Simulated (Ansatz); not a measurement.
C₂H₇BO₂, SMILES `COBOC` at its PBE0-D4/def2-TZVP geometry, where that method's forces vanish. Charge 0, multiplicity 1.

```xyz
12

C     0.2603   -1.0310    1.8072
O     0.2651   -0.3851    0.5552
B    -0.8335    0.2600    0.0877
O    -0.8184    0.8762   -1.1133
C     0.3239    0.8890   -1.9468
H     1.0334   -0.5922    2.4423
H    -0.7083   -0.9338    2.3060
H     0.4839   -2.0911    1.6670
H    -1.8496    0.3032    0.7245
H     0.0666    0.4280   -2.9028
H     0.6154    1.9259   -2.1274
H     1.1613    0.3508   -1.4997
```

Problem. What forces (eV/Å) does PBE-D4/def2-TZVPP give on these atoms in Ansatz? (Estimate.)

Solution. Ansatz gave: 
```
C1   0.005 -0.113  0.215
O2   0.391 -0.009 -0.259
B3  -0.288  0.003  0.198
O4  -0.441  0.238 -0.147
C5   0.213  0.000 -0.151
H6   0.167  0.081  0.150
H7  -0.208  0.011  0.126
H8   0.052 -0.233 -0.012
H9  -0.122  0.010  0.067
H10 -0.042 -0.093 -0.212
H11  0.072  0.218 -0.051
H12  0.202 -0.114  0.077
```
